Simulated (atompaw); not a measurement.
**Cutoff test, aluminium (Al), PAW (atompaw)**

aluminium, PAW, made with atompaw 4.2.0.5 (LDA (PW92), scalar-relativistic). Core [Ne], reference 3s1.5 3p1.5. Waves: 3s (bound): rc 2.65 bohr; 3s channel at -0.2 Ry: rc 2.65 bohr; 3p (bound): rc 2.65 bohr; 3p channel at 0.85 Ry: rc 2.65 bohr; 3d channel at 0.25 Ry: rc 2.60 bohr; 3d channel at 1.4 Ry: rc 2.60 bohr. Local part: troulliermartins scheme with l = 3 at 0.5 Ry, radius 2.00 bohr. Core correction: smooth core density matched at 2.05 bohr. Augmentation charge: besselshape compensation charge, radius 2.25 bohr; PAW radius 2.65 bohr; waves and projectors: custom polynom2 7 10 vanderbiltortho.

The pseudo-atom Hamiltonian at the reference potential is diagonalised in spherical Bessel functions j_l(qr) that vanish at 20 bohr, with q² up to the cutoff. All-electron valence levels (Ry): 3s -0.6075, 3p -0.2285.

**Question.** How do the lowest levels (Ry) of each channel move with the cutoff, and are there ghosts?

**Answer.**

```tsv
cutoff (Ry)	s #1	p #1	p #2	d #1	d #2	f #1	f #2	Σ f·Δε (mRy)
8	-0.6063	-0.2240	0.0242	0.0433	0.1182	0.1035	0.2235	8.4
10	-0.6064	-0.2268	0.0238	0.0432	0.1178	0.1035	0.2235	4.0
12	-0.6066	-0.2276	0.0237	0.0431	0.1175	0.1035	0.2235	2.6
15	-0.6070	-0.2277	0.0237	0.0430	0.1174	0.1035	0.2235	1.8
18	-0.6073	-0.2279	0.0237	0.0430	0.1174	0.1035	0.2235	1.1
21	-0.6073	-0.2282	0.0236	0.0430	0.1174	0.1035	0.2235	0.7
25	-0.6073	-0.2283	0.0236	0.0430	0.1173	0.1035	0.2235	0.4
30	-0.6074	-0.2283	0.0236	0.0430	0.1173	0.1035	0.2235	0.3
400	-0.6075	-0.2285	0.0236	0.0430	0.1173	0.1035	0.2235	0.0
```

Result: no extra level below or beside the all-electron valence levels (s, p, d, f tested); 10 mRy is reached at 8 Ry and 1 mRy at 21 Ry.
